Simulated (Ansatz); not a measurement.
`C/C=[N]\[InH2]` → `CC#[N+][InH3-]`  (isomerisation)

Isolated molecules relaxed with PBE0-D4/def2-TZVP in Ansatz; ΔE leaves out vibrations. CCSD(T)/CBS adds triple-zeta CCSD(T) − MP2 to the extrapolated MP2 energy (def2 sets, frozen cores). Functionals use def2-TZVPP. HSE06 is defined as in plane-wave codes. Elements past krypton have def2 core potentials. For In outer-core shells are correlated without core-valence functions, which leaves a few kJ/mol of doubt a bond.

CCSD(T)/CBS gives -6.2 kJ/mol.

Question: Another level gave -13.6 kJ/mol. Which?
A. CCSD(T)/def2-TZVPP
B. r2SCANh/def2-TZVPP
C. PBE-QIDH/def2-TZVPP
D. HSE06-D4/def2-TZVPP

Answer: A. CCSD(T)/def2-TZVPP -13.6, r2SCANh 2.0, PBE-QIDH -2.5, HSE06-D4 9.6 kJ/mol.

Largest T1 diagnostic among the species: 0.017.

In def2-TZVPP, CCSD(T) changes the Hartree–Fock value by +23.0 kJ/mol (the triples alone add +4.0 kJ/mol) and MP2 by +19.7 kJ/mol. From PBE to PBE0 (25 % exact exchange), in def2-TZVPP and without D4, ΔE moves by −4.0 kJ/mol.

CCSD(T)/CBS has its own doubt, a few kJ/mol and more with outer-core shells, so smaller differences from it don't rank the levels.
